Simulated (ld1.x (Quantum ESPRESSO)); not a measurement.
# mercury: one change to a TM potential, before and after

```
Element                 : Hg
Generator               : ld1.x (Quantum ESPRESSO) 7.5
Type                    : norm-conserving Troullier–Martins (Kleinman–Bylander form)
Functional              : PBE
Relativity              : fully relativistic
Frozen core             : [Xe] 4f14
Valence charge          : 12
Reference configuration : 5d10 6s2 6p0
Partial waves           : 6s (bound): rc 2.35 bohr; 6p (bound, empty): rc 2.45 bohr; 5d (bound): rc 1.85 bohr
Local potential         : all-electron potential smoothed inside 2.20 bohr (lloc = -1)
Core correction         : none
```

Open shells are filled in proportion to 2j + 1 (rel_dist='average').

Change: wave 5d (bound): rc 1.85 bohr becomes 5d (bound): rc 2.28 bohr.

Cutoffs: the cutoffs (Ry, on a coarse ladder) from which the occupation-weighted sum of valence levels, in a spherical-Bessel basis at the reference potential, stays within 10 and 1 mRy of its value at 400 Ry; they do not see the model core or the augmentation charge, which bear on the density cutoff. Errors are all-electron minus pseudo energies relative to the spin-unpolarised reference configuration.

Problem. How do hardness, ghosts and transferability respond?

Solution. The potential gets softer (50 Ry and 70 Ry → 40 Ry and 60 Ry); of the 7 tests that both files solve, the error grows in 4 and shrinks in 1 by more than 15 % and 0.3 meV (median size 3.8 → 4.5 meV); neither file shows a bound ghost. A larger radius leaves more room for a smooth pseudo-wave, so fewer plane waves are needed.

```tsv
quantity	base	changed
cutoff, loose	50 Ry	40 Ry
cutoff, tight	70 Ry	60 Ry
loose cutoff by channel (10 mRy a level)	s 8 Ry, d 40 Ry	s 8 Ry, d 35 Ry
bound ghosts	none	none
error for 5d10 6s1 6p0, meV [ΔE 10.70 eV]	+3.3	+4.5
error for 5d10 6s0 6p0, meV [ΔE 29.69 eV]	+15	+19
error for 5d9 6s0 6p0, meV [ΔE 65.22 eV]	+48	+40
error for 5d8 6s0 6p0, meV [ΔE 114.96 eV]	-42	-42
error for 5d10 6s1.5 6p0, meV [ΔE 4.36 eV]	+0.8	+1.1
error for 5d10 6s1 6p1, meV [ΔE 5.97 eV]	+1.9	+2.3
error for 5d9 6s2 6p1, meV [ΔE 10.30 eV]	-3.8	+3.3
s: phases at 2.65 bohr within 0.05 rad from the reference energy up to (Ry; the scan ends near 5)	0.2	0.2
p1/2: phases at 2.65 bohr within 0.05 rad from the reference energy up to (Ry; the scan ends near 5)	1.8	1.8
p3/2: phases at 2.65 bohr within 0.05 rad from the reference energy up to (Ry; the scan ends near 5)	0.5	0.5
d3/2: phases at 2.65 bohr within 0.05 rad from the reference energy up to (Ry; the scan ends near 5)	1.6	1.5
d5/2: phases at 2.65 bohr within 0.05 rad from the reference energy up to (Ry; the scan ends near 5)	1.8	1.7
```
